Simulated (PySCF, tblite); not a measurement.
Calculations on `C#CCCOC[O]` [radical], in the order of a workflow; each names the level of the geometry that it ran on. Settings lines and outputs come from a driver script.

C₅H₇O₂ (doublet state).
SMILES with atom numbers: `[CH:1]#[C:2][CH2:3][CH2:4][O:5][CH2:6][O:7]` (hydrogens: H8 on C1; H9, H10 on C3; H11, H12 on C4; H13, H14 on C6)

Step 1: GFN2-xTB geometry optimisation, gas phase (tblite 0.8.0) (from a force-field or distance-geometry start)
```json
{"job": {"kind": "relax", "xc": "GFN2-xTB", "basis": "xTB"}, "charge": 0, "multiplicity": 2}
```
```
step      E/eV     max force
  0    -604.49858    3.123
  1    -604.70566    1.418
  2    -604.65935    4.404
...
204    -605.35461    0.023
205    -605.35468    0.016
206    -605.35472    0.015
207    -605.35475    0.012
208    -605.35476    0.008
```

Energy lowered by 19.7 kcal/mol over 208 steps; largest atomic force 0.008 eV/Å at the end. «max force» is the largest atomic force in eV/Å.

Step 2: GFN2-xTB harmonic vibrations, gas phase (tblite 0.8.0) (on the GFN2-xTB geometry)
```json
{"job": {"kind": "ir", "xc": "GFN2-xTB", "basis": "xTB"}, "charge": 0, "multiplicity": 2}
```
```
(table of modes left out)
```

36 modes from 79 to 3390 cm⁻¹ (unscaled, harmonic); zero-point energy 65.3 kcal/mol; all wavenumbers are real at this level.

Step 3: UKS B3LYP, pcH-1 on C H O, non-relativistic, mean-field spin-orbit, GIAO (PySCF 2.14.0) (on the GFN2-xTB geometry)
```json
{"job": {"kind": "epr", "basis": "pcH-1"}, "charge": 0, "multiplicity": 2}
```
```
...
E = -345.06105741 Eh   <S^2> = 0.7553 (exact 0.7500)
g shifts (ppm)      1          2          3
  rmc          -260       -260       -260
  gc             -6         37         43
  oz_so           8       6095      16658
  total        -258       5873      16441
hyperfine (MHz)  atom isotope    a_iso     a_fc   dipolar eigenvalues
    0   13C       1.92       1.92     -1.94     -1.56      3.50
    1   13C       0.76       0.76     -1.54     -1.41      2.95
    2   13C       3.21       3.21     -1.21     -0.78      1.98
    3   13C      -3.94      -3.94     -1.39      0.37      1.01
    4   17O       1.76       1.76    -19.25      9.47      9.78
    5   13C     -63.19     -63.19     -9.40      1.87      7.52
    6   17O     -42.37     -42.37   -212.87    105.05    107.82
    7    1H      -0.61      -0.61     -1.73     -1.13      2.86
    8    1H       5.98       5.98     -1.16     -0.69      1.85
    9    1H      -0.07      -0.07     -1.18     -1.06      2.24
   10    1H      13.15      13.15     -1.82     -1.59      3.40
   11    1H       0.44       0.44     -4.66     -3.95      8.61
   12    1H     457.31     457.31     -9.81     -5.32     15.13
   13    1H     270.46     270.46     -7.77     -4.73     12.50
```

⟨S²⟩ 0.755; g_iso 2.0097. rmc, gc and oz_so are the mass-correction, gauge-correction and orbital-Zeeman/spin–orbit parts of the g shift along its three principal axes; a_iso is the isotropic hyperfine coupling and a_fc its Fermi-contact part. The log counts atoms from 0, this text from 1.

Problem. Which step took the most CPU time, and about what did each take on one thread of an Arm Neoverse V2, shared host?

Solution. Step 3, about 98 % of the total. CPU time by step: 1: 0.88 s, 2: 0.27 s, 3: 51 s.

Geometry of the electronic-property runs (GFN2-xTB):
```
atom  x, y, z in Å
C1     1.8663    1.2498   -0.1575
C2     1.5150    0.1841    0.2686
C3     0.9842   -1.0494    0.7982
C4    -0.5215   -1.1727    0.4745
O5    -1.2322   -0.0855    1.0132
C6    -1.4553    0.9896    0.1128
O7    -1.6070    0.7475   -1.1278
H8     2.2330    2.1515   -0.5507
H9     1.5089   -1.8994    0.3568
H10    1.1240   -1.0642    1.8822
H11   -0.9186   -2.0814    0.9347
H12   -0.6788   -1.2053   -0.6102
H13   -0.5440    1.6629    0.2629
H14   -2.2747    1.5721    0.6001
```

 (This holds for the electronic-property runs.)

One conformer stands for the species.
